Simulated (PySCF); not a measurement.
Species: C₃H₇O₃S (doublet state).
Z-matrix (Å and degrees, PBE0-D3(BJ)/def2-SVP geometry), rows numbered from 1:
```
C 
C   1  1.4818
C   2  1.4804  1  123.88
S   2  1.7489  1  116.87  3  -164.82
O   4  1.4561  2  109.58  1   -35.31
O   4  1.4464  2  109.07  1  -171.42
O   4  1.6362  2  101.74  1    76.05
H   1  1.1006  2  110.51  3   -41.19
H   1  1.1076  2  110.94  3    77.48
H   1  1.0991  2  111.09  3  -162.47
H   3  1.1078  2  110.94  1   -77.48
H   3  1.1008  2  110.44  1    41.27
H   3  1.0984  2  111.04  1   163.11
H   7  0.9696  4  106.51  2  -114.13
```

The hyperfine couplings belong to this conformer and change with its torsions.

Identity: `C[C](C)S(=O)(=O)O` [radical].

Computed with UKS B3LYP, IGLO-III on C O S, pcH-1 on H, non-relativistic, mean-field spin-orbit, GIAO in PySCF 2.14.0. Geometry: PBE0-D3(BJ)/def2-SVP, one conformer, isolated molecule. Stability of the SCF solution: not tested.

Problem. Predict the first-order ENDOR lines of H8 (×6) and H14 under fast tumbling at B = 341.6 mT (X band).

Solution. ν± = |νn ± a/2|, one line for each electron-spin manifold; νn = |g_N| × 7.62259 MHz/T × B.

```json
{"nuclei": "H8 (×6)", "isotope": "1H", "g_N": "5.5857", "νn (MHz)": "14.54", "a_iso (MHz)": "71.47", "lower line (MHz)": "21.19", "upper line (MHz)": "50.28"}
{"nuclei": "H14", "isotope": "1H", "g_N": "5.5857", "νn (MHz)": "14.54", "a_iso (MHz)": "2.39", "lower line (MHz)": "13.35", "upper line (MHz)": "15.74"}
```

Problem. Which pairs are centred on the nuclear Larmor frequency, and which on half the coupling?

Solution. Centred on νn, since |a| < 2νn: H14. Centred on |a|/2 and split by 2νn: H8 (×6).

Problem. At what field would the lower line of H8 (×6) fall to zero frequency?

Solution. Where νn = |a|/2, that is B = 35.74 MHz/(5.5857 × 7.62259 MHz/T) = 839 mT, as far as first order holds there.

Class means assume fast exchange of nuclei equivalent by connectivity; if that motion is slow, each nucleus keeps its own coupling. The six 1H nuclei of mean +71.5 MHz run from 27.5 to 150.2 MHz in the frozen geometry.

Largest spin populations (Mulliken): C2 (+0.89), C3 (-0.08), C1 (-0.08) and H11 (+0.07). C2 is the only atom above +0.15. The positive populations add up to 1.16 and the negative ones to -0.16, together 2S = 1. The angles at C2 add up to 358.3°, so it is nearly planar.
